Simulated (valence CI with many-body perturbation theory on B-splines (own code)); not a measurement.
**E1 line list for Ru31+**

Method: valence CI with perturbative core correlation (CI+MBPT): three valence electrons over a frozen Dirac-Fock core [Ne], radial functions for each j: 11 s, 11 p, 9 d, 7 f, 5 g, 2 h, 1 i, with the one-electron correlation potential Σ1, the two-electron term Σ2, the three-electron term Σ3, Breit, model QED; selected CI, second order for the rest (own B-spline code, finite nucleus).

The last digits are not significant, and no measured levels were compared; by estimate large intervals hold to a few tenths of a per cent, small ones and those within an open d or f shell to about a per cent.

Lines 101 to 150 of 288 in falling wavelength, among levels below 27.390 Ry, chosen from the strongest by gf and those to the six lowest levels. Wavelengths and rates use the calculated energies. Electric multipoles are in the length gauge, E1 and E2 with the static RPA response of the core. Weak lines are less certain than strong ones. Lines between different terms over intervals too small for the method are left out, as are lines whose strength nearly cancels. Where a level lies close to another of its J and parity, the split of strength between their lines is uncertain. The highest levels of a list are the least certain.

Levels are named by their leading jj configuration (3d3/2^4 stands for four electrons in 3d with j = 3/2), which in mixed levels can hold well under half, so a name can repeat and another be missing. Letters in brackets count levels of one name in rising energy.

```tsv
λ vac (Å)	Upper	Lower	A (s⁻¹)	log gf	Branch %
105.7	(3p1/2 3p3/2 3d3/2) J=3/2 [b]	(3s 3p1/2 3d3/2) J=3/2 [b]	1.70e+10	-0.94	9.1
105.7	(3p3/2^2 3d3/2) J=7/2	(3s 3p3/2 3d5/2) J=5/2 [a]	2.99e+10	-0.40	16.4
105.6	(3p1/2^2 3d5/2) J=5/2	(3p1/2^2 3p3/2) J=3/2	7.42e+09	-1.13	12.3
105.4	(3s 3d3/2 3d5/2) J=5/2 [a]	(3s 3p3/2 3d3/2) J=3/2 [b]	3.07e+10	-0.51	17.5
105.1	(3s 3p1/2 3d5/2) J=7/2	(3s 3p1/2 3p3/2) J=5/2	1.48e+10	-0.71	86.9
105.0	(3s 3d3/2 3d5/2) J=5/2 [a]	(3s 3p3/2 3d3/2) J=5/2 [a]	2.05e+10	-0.69	11.7
105.0	(3s 3p3/2 3d5/2) J=1/2	(3s 3p3/2^2) J=1/2	3.49e+10	-0.94	20.2
104.9	(3p1/2^2 3p3/2) J=3/2	(3s 3p1/2^2) J=1/2	1.66e+10	-0.96	31.9
104.8	(3s 3p3/2 3d3/2) J=3/2 [a]	(3s 3p1/2 3p3/2) J=1/2	4.62e+10	-0.52	28.1
104.8	(3s 3p3/2 3d5/2) J=3/2 [a]	(3s 3p3/2^2) J=5/2	4.51e+10	-0.53	68.0
104.5	(3p1/2 3p3/2 3d3/2) J=1/2 [b]	(3s 3p1/2 3d3/2) J=1/2	2.54e+10	-1.08	13.8
104.4	(3p1/2 3p3/2 3d3/2) J=3/2 [a]	(3s 3p1/2 3d3/2) J=3/2 [a]	3.07e+10	-0.70	32.6
104.1	(3p1/2 3p3/2 3d5/2) J=3/2 [a]	(3p1/2 3p3/2^2) J=3/2	2.95e+10	-0.72	26.0
103.7	(3s 3p1/2 3d3/2) J=3/2 [b]	(3s 3p1/2 3p3/2) J=5/2	6.64e+08	-2.37	0.5
103.6	(3s 3p1/2 3d5/2) J=5/2 [a]	(3s 3p1/2 3p3/2) J=3/2 [a]	1.20e+10	-0.94	51.5
103.6	(3p1/2 3p3/2 3d5/2) J=3/2 [a]	(3s 3p1/2 3d5/2) J=5/2 [a]	3.01e+10	-0.71	26.6
103.6	(3p3/2^2 3d5/2) J=3/2	(3s 3p3/2 3d5/2) J=5/2 [a]	1.46e+10	-1.03	9.1
103.4	(3p3/2^2 3d5/2) J=9/2	(3s 3p3/2 3d5/2) J=9/2	2.86e+10	-0.34	35.7
103.3	(3p3/2^2 3d3/2) J=3/2	(3s 3p3/2 3d3/2) J=3/2 [a]	1.81e+10	-0.94	9.2
103.3	(3s 3d3/2 3d5/2) J=7/2	(3s 3p3/2 3d3/2) J=5/2 [a]	5.00e+10	-0.19	32.5
103.2	(3p1/2 3p3/2 3d5/2) J=5/2 [a]	(3s 3p1/2 3d5/2) J=5/2 [a]	2.95e+10	-0.55	24.3
103.2	(3p1/2 3p3/2 3d5/2) J=1/2	(3p1/2 3p3/2^2) J=1/2	7.90e+10	-0.60	58.6
103.1	(3p1/2 3p3/2^2) J=3/2	(3s 3p1/2 3p3/2) J=3/2 [a]	4.63e+10	-0.53	46.5
103.0	(3p1/2 3p3/2 3d3/2) J=1/2 [a]	(3s 3p1/2 3d3/2) J=3/2 [a]	7.30e+10	-0.63	75.8
102.7	(3p1/2 3p3/2 3d5/2) J=3/2 [b]	(3p1/2 3p3/2^2) J=1/2	2.53e+10	-0.80	21.6
102.7	(3s 3p1/2 3d5/2) J=5/2 [b]	(3s 3p1/2 3p3/2) J=5/2	2.46e+10	-0.63	30.3
102.3	(3s 3p3/2 3d5/2) J=3/2 [b]	(3s^2 3d5/2) J=5/2	1.00e+11	-0.20	52.0
102.2	(3s 3d3/2 3d5/2) J=5/2 [a]	(3s 3p3/2 3d3/2) J=3/2 [a]	1.20e+10	-0.95	6.8
101.7	(3p1/2 3p3/2 3d5/2) J=7/2 [b]	(3s 3p1/2 3d5/2) J=7/2	1.05e+10	-0.88	15.8
101.6	(3s 3p3/2 3d5/2) J=5/2 [b]	(3s 3p3/2^2) J=3/2	8.81e+10	-0.09	37.0
101.6	(3s 3p1/2 3d5/2) J=5/2 [c]	(3s 3p1/2 3p3/2) J=3/2 [b]	6.54e+10	-0.22	87.2
101.5	(3s 3p1/2 3p3/2) J=1/2	(3s^2 3p1/2) J=1/2	1.30e+11	-0.40	95.9
101.4	(3s 3p3/2^2) J=1/2	(3s^2 3p3/2) J=3/2	9.33e+10	-0.54	95.3
101.3	(3s 3p3/2 3d5/2) J=5/2 [b]	(3s^2 3d5/2) J=5/2	9.26e+10	-0.07	38.9
101.0	(3s 3p3/2 3d3/2) J=5/2 [b]	(3s^2 3d3/2) J=3/2	1.22e+11	0.05	55.2
100.8	(3s 3p3/2 3d3/2) J=1/2 [b]	(3s 3p3/2^2) J=1/2	6.82e+10	-0.68	31.0
100.5	(3s 3p3/2 3d5/2) J=5/2 [a]	(3s 3p3/2^2) J=5/2	8.51e+10	-0.11	91.1
100.4	(3s 3d5/2^2) J=9/2	(3s 3p3/2 3d5/2) J=7/2 [a]	6.90e+10	0.02	51.0
100.4	(3s 3p3/2 3d5/2) J=1/2	(3s^2 3d3/2) J=3/2	6.24e+10	-0.72	36.2
99.91	(3p1/2 3p3/2 3d5/2) J=5/2 [b]	(3p1/2 3p3/2^2) J=3/2	1.78e+10	-0.80	11.3
99.86	(3p1/2 3p3/2 3d3/2) J=3/2 [b]	(3p1/2 3p3/2^2) J=3/2	1.58e+10	-1.03	8.5
99.78	(3s 3d3/2 3d5/2) J=7/2	(3s 3p3/2 3d5/2) J=9/2	6.68e+09	-1.10	4.3
99.43	(3p1/2 3p3/2 3d5/2) J=5/2 [b]	(3s 3p1/2 3d5/2) J=5/2 [a]	1.18e+10	-0.98	7.5
99.36	(3p3/2^2 3d5/2) J=3/2	(3s 3p3/2 3d5/2) J=3/2 [a]	3.24e+10	-0.72	20.1
99.21	(3p3/2^3) J=3/2	(3s 3p3/2^2) J=3/2	2.04e+11	0.08	72.7
98.92	(3p3/2^3) J=3/2	(3s^2 3d5/2) J=5/2	1.65e+10	-1.01	5.9
98.06	(3p3/2^2 3d3/2) J=7/2	(3s 3p3/2 3d3/2) J=5/2 [a]	1.36e+10	-0.81	7.4
97.90	(3s 3p3/2 3d5/2) J=3/2 [b]	(3s 3p3/2^2) J=1/2	7.72e+10	-0.35	39.9
97.48	(3s 3p1/2 3d3/2) J=3/2 [b]	(3s 3p1/2 3p3/2) J=3/2 [a]	8.55e+09	-1.31	6.9
97.39	(3s 3d3/2 3d5/2) J=3/2	(3s 3p3/2 3d3/2) J=1/2 [a]	3.32e+10	-0.72	17.2
```

**Question.** How does gf follow from A for the line at 101.0 Å?

**Answer.** gf = 1.4992 × (2J+1)_upper × A / σ², with σ = 989641 cm⁻¹ and 2J+1 = 6: gf = 1.12.
